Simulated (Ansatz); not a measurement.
Reaction (redistribution): `C[Si](C)(C)Cl` + `[NH2][GeH]([OH])[SH]` → `C[Si](C)(O)Cl` + `[CH3][GeH]([NH2])[SH]`

Program: Ansatz. Geometries: PBE0-D4/def2-TZVP. ΔE: electronic, gas phase. CCSD(T)/CBS adds triple-zeta CCSD(T) − MP2 to the extrapolated MP2 energy (def2 sets, frozen cores). DFT in def2-TZVPP. For Ge outer-core shells are correlated without core-valence functions, which leaves a few kJ/mol of doubt a bond. Scalar relativity is left out up to krypton. Each species was taken in one conformer, which may not be the lowest.

`C[Si](C)(C)Cl`:

```xyz
14

C     1.257   -1.137   -0.559
Si   -0.305   -0.200   -0.171
C    -0.635   -0.148    1.661
C    -0.277    1.510   -0.908
Cl   -1.881   -1.229   -1.056
H     1.211   -2.153   -0.161
H     2.122   -0.635   -0.115
H     1.416   -1.201   -1.637
H    -0.695   -1.157    2.075
H    -1.576    0.363    1.874
H     0.168    0.385    2.178
H     0.538    2.098   -0.475
H    -1.215    2.035   -0.715
H    -0.128    1.467   -1.989
```

`[NH2][GeH]([OH])[SH]`:

```xyz
9

N     0.316   -1.214   -1.152
Ge    0.351    0.100    0.098
O     0.130   -0.778    1.623
S    -1.308    1.589   -0.108
H    -0.399   -1.910   -0.994
H     0.301   -0.914   -2.115
H     1.687    0.854    0.063
H    -0.499   -0.326    2.190
H    -0.580    2.599    0.395
```

`C[Si](C)(O)Cl`:

```xyz
12

C    -1.121   -1.037   -0.514
Si    0.375   -0.197    0.195
C     0.498    1.597   -0.233
O     0.420   -0.292    1.833
Cl    2.029   -1.190   -0.570
H    -1.125   -0.964   -1.604
H    -1.139   -2.097   -0.250
H    -2.034   -0.571   -0.133
H     0.500    1.739   -1.316
H     1.416    2.024    0.174
H    -0.351    2.145    0.186
H     0.531   -1.156    2.231
```

`[CH3][GeH]([NH2])[SH]`:

Z-matrix (Å, degrees):
```
C
Ge 1 1.942
H 1 1.090 2 109.3
H 1 1.092 2 110.5 3 -120.1
H 1 1.090 2 110.2 3 119.8
N 2 1.834 1 107.2 3 55.5
S 2 2.230 1 112.6 3 -57.3
H 2 1.549 1 111.4 3 -177.0
H 6 1.010 2 114.8 1 178.8
H 6 1.011 2 115.0 1 50.7
H 7 1.342 2 93.9 1 -100.2
```

Problem. Is it downhill or uphill in electronic energy at CCSD(T)/CBS, and by how much? (An estimate is asked.)

Solution. The calculation gave: Downhill: ΔE = -0.58 eV.

Problem. What do these levels give: PBE-D4, ωB97X-V, B2PLYP, PBE, SCS-MP2/def2-TZVPP, CCSD/def2-TZVPP? (Estimate.)

Solution. Computed: PBE-D4 -0.50, ωB97X-V -0.55, B2PLYP -0.57, PBE -0.51, SCS-MP2/def2-TZVPP -0.58, CCSD/def2-TZVPP -0.59 eV.

Largest T1 diagnostic among the species: 0.011.

From PBE to PBE0 (25 % exact exchange), in def2-TZVPP and without D4, ΔE moves by −0.04 eV.
